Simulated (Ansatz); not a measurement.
HfCl3, SMILES [Cl][Hf+]([Cl])[Cl], charge +1, multiplicity 1.

Geometry optimised at B3LYP-D3(BJ)/def2-SVP. The spin state was assumed, not searched. The isomer is the one that the SMILES or the coordinates give; other isomers of the formula were not compared. The def2 effective core potentials stand for the cores of Hf; spin–orbit coupling is left out.

Two levels are set side by side: PBE/def2-SVPD (Ansatz, a program for electronic structure) and CAM-B3LYP/def2-SVPD (Ansatz). Energy differences of separate SCF runs at the same geometry; the states with an electron removed or added have multiplicity 2 and 2. Differences are taken from unrounded values.

```json
[
 {"quantity": "vertical ionisation energy (eV)", "PBE": "16.15"},
 {"quantity": "vertical electron affinity (eV)", "PBE": "7.28"},
 {"quantity": "vertical singlet–triplet gap (eV)", "PBE": "3.76"}
]
```

Question: These are the PBE values. What does CAM-B3LYP give? (An estimate is asked for; the answer gives what the named calculation found.)

Answer: 
```
quantity                           CAM-B3LYP  PBE minus CAM-B3LYP
---------------------------------  ---------  -------------------
vertical ionisation energy (eV)        16.88                -0.73
vertical electron affinity (eV)         7.63                -0.36
vertical singlet–triplet gap (eV)       4.17                -0.41
```
